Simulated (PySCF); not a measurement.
## Molecular orbitals of InH⁺

r²SCAN at R = 1.874 Å; basis In def2-SVPD with ECP28, H def2-SVPD; scalar-relativistic core potentials; PySCF 2.14. State: ²Σ⁺ (doublet), unpaired electrons σ ↑. Only the outer orbitals are listed, counted within each symmetry, core potentials removing the inner ones.

| spin | orbital | occ. | ε (eV) | on In (%) | main shells (%) |
| --- | --- | --- | --- | --- | --- |
| α | 3σ | 1 | -26.82 | 99 | 99 In d |
| α | 1δ | 1 | -26.81 | 100 | 100 In d |
| α | 1δ | 1 | -26.81 | 100 | 100 In d |
| α | 2π | 1 | -26.71 | 100 | 100 In d |
| α | 2π | 1 | -26.71 | 100 | 100 In d |
| α | 4σ | 1 | -17.05 | 62 | 59 In s, 38 H s |
| α | 5σ | 1 | -13.23 | 64 | 36 In s, 35 H s, 27 In p |
| α | 3π | 0 | -8.43 | 97 | 97 In p |
| α | 3π | 0 | -8.43 | 97 | 97 In p |
| α | 6σ | 0 | -5.39 | 77 | 58 In p, 14 H s, 14 In d |
| β | 1δ | 1 | -26.75 | 100 | 100 In d |
| β | 1δ | 1 | -26.75 | 100 | 100 In d |
| β | 3σ | 1 | -26.66 | 100 | 100 In d |
| β | 2π | 1 | -26.62 | 100 | 100 In d |
| β | 2π | 1 | -26.62 | 100 | 100 In d |
| β | 4σ | 1 | -15.97 | 85 | 80 In s, 15 H s |
| β | 5σ | 0 | -10.52 | 65 | 43 In p, 34 H s, 20 In s |
| β | 3π | 0 | -7.99 | 98 | 97 In p |
| β | 3π | 0 | -7.99 | 98 | 97 In p |

Question: Which are the highest filled and the lowest empty level, where do they sit, and how wide is the gap?

Answer: Highest filled α 5σ at -13.23 eV (in %: 36 In s, 35 H s, 27 In p); lowest empty β 5σ at -10.52 eV (in %: 43 In p, 34 H s, 20 In s); the gap at r²SCAN is 2.71 eV.

* bond order (Mayer): 0.64
* ⟨S²⟩: 0.771
* charge on In (Mulliken, basis-dependent): 0.90
* charge on In (Löwdin, basis-dependent): 1.07
* dipole moment (positive dipole points towards H; it is taken about the centre of mass and depends on that origin): 0.34 D

Spin–orbit coupling is left out. The state is the lowest determinant that a PBE0 search found; another state may lie lower at other levels.
